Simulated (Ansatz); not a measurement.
This geometry of AlClH₆O₂Si (11 atoms, charge 0, multiplicity 1) is a first-order saddle point.

All numbers below come from RHF/6-31G* in Ansatz.

```xyz
11
Properties=species:S:1:pos:R:3
Al -0.188 0.348 0.029
O -0.710 0.242 1.811
Si -1.386 -0.609 3.069
H -1.646 -1.979 2.607
H -0.453 -0.622 4.205
H -2.641 0.043 3.475
H 1.079 -0.485 -0.361
Cl -1.876 0.305 -1.276
O 0.053 2.042 0.710
H -0.403 2.810 0.390
H -0.435 1.379 1.649
```

(1) Which two structures does it join? (They come from a converged band through this point; their orientation in space is the band's.)

(2) How far does it lie above each of them?

Results:

(1) Bonds broken: O9–H11. Bonds formed: O2–H11.

Image 0:

```xyz
11
Properties=species:S:1:pos:R:3
Al -0.218 0.197 0.280
O -0.769 -0.027 1.882
Si -1.406 -0.795 3.162
H -2.173 -1.989 2.755
H -0.345 -1.222 4.097
H -2.315 0.115 3.894
H 1.184 -0.353 -0.168
Cl -1.746 0.242 -1.237
O -0.023 2.170 0.478
H -0.466 2.698 -0.181
H -0.328 2.438 1.342
```

Image 8:

```xyz
11
Properties=species:S:1:pos:R:3
Al -0.286 0.518 0.078
O -0.609 0.456 2.009
Si -1.352 -0.643 3.083
H -1.331 -1.925 2.385
H -0.546 -0.658 4.309
H -2.711 -0.172 3.367
H 0.771 -0.613 -0.218
Cl -2.244 0.147 -0.744
O 0.163 2.174 0.208
H 0.004 2.829 -0.452
H -0.465 1.361 2.282
```

(2) 94.8 kJ/mol above the first and 61.6 kJ/mol above the second. This is the barrier of this one path; another mechanism may lie lower. The orbitals stay closed-shell, which can raise the energy where a bond breaks towards radicals; this wasn't checked here.

Run time: 2.9 min on 2 threads of Arm Neoverse V1, on a shared host, peak memory 0.22 GiB.
